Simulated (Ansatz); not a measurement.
Calculated with Ansatz (gas phase, PBE0-D4/def2-TZVP geometries, no zero-point term in ΔE). CCSD(T)/CBS adds triple-zeta CCSD(T) − MP2 to the extrapolated MP2 energy (def2 sets, frozen cores). This one scheme is used for every species. Functionals use def2-TZVPP. Each species was taken in one conformer, which may not be the lowest.

Reaction (redistribution): `[CH3][AlH][SiH3]` + `O[SiH](O)C[SiH2]F` → `[CH3][AlH][CH2][SiH2]F` + `O[SiH](O)[SiH3]`

```
             level  ΔE (kcal/mol)
         r2SCAN-D4            5.1
               PBE            4.2
CCSD(T)/def2-TZVPP            5.6
    CCSD/CBS(def2)            5.2
```

Q: What does CCSD(T)/CBS give? (Best estimate.)

A: Ansatz gave: +5.1 kcal/mol. The listed levels differ from it by 0.0, -0.9, 0.5, 0.1 kcal/mol.

Largest T1 diagnostic among the species: 0.013.

From PBE to PBE0 (25 % exact exchange), in def2-TZVPP and without D4, ΔE moves by +0.8 kcal/mol. The D4 term adds +1.0 kcal/mol with B3LYP and +0.5 kcal/mol with PBE0; it sums over pairs of atoms, weighted by their polarisabilities, and B3LYP, whose exchange is more repulsive, gets the larger term.

B3LYP here is the variant with VWN-RPA as its local correlation; programs differ in this.
